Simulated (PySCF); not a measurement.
# How methods differ on the excitation energy of S

S [Ne] 3s2 3p4 (3P) → S [Ne] 3s1 3p5 (3P), as a difference of total energies. Computed with PySCF 2.14 in def2-QZVPPD (10s7p5d2f1g, 79 functions), with the non-relativistic Hamiltonian (point nucleus). Correlated levels: valence and next inner shell: 1s2 frozen. The calculations carry no spin-orbit coupling.

```json
{"method": "UHF", "excitation energy (cm⁻¹)": "92480", "error (cm⁻¹)": "+20472"}
{"method": "MP2 (valence and next inner shell)", "excitation energy (cm⁻¹)": "84087", "error (cm⁻¹)": "+12079"}
{"method": "SCS-MP2 (valence and next inner shell)", "excitation energy (cm⁻¹)": "83093", "error (cm⁻¹)": "+11085"}
{"method": "CCSD (valence and next inner shell)", "excitation energy (cm⁻¹)": "77795", "error (cm⁻¹)": "+5787"}
{"method": "CCSD(T) (valence and next inner shell)", "excitation energy (cm⁻¹)": "72805", "error (cm⁻¹)": "+796"}
```

Reference: 72008 cm⁻¹ (measured; NIST levels, between the centres of gravity of the two terms).

Errors of the correlated levels include the incompleteness of this basis and the frozen core.

The coupled-cluster amplitudes are large for the upper state (T1 above 0.03 or a double amplitude above 0.15), so a single reference is strained.
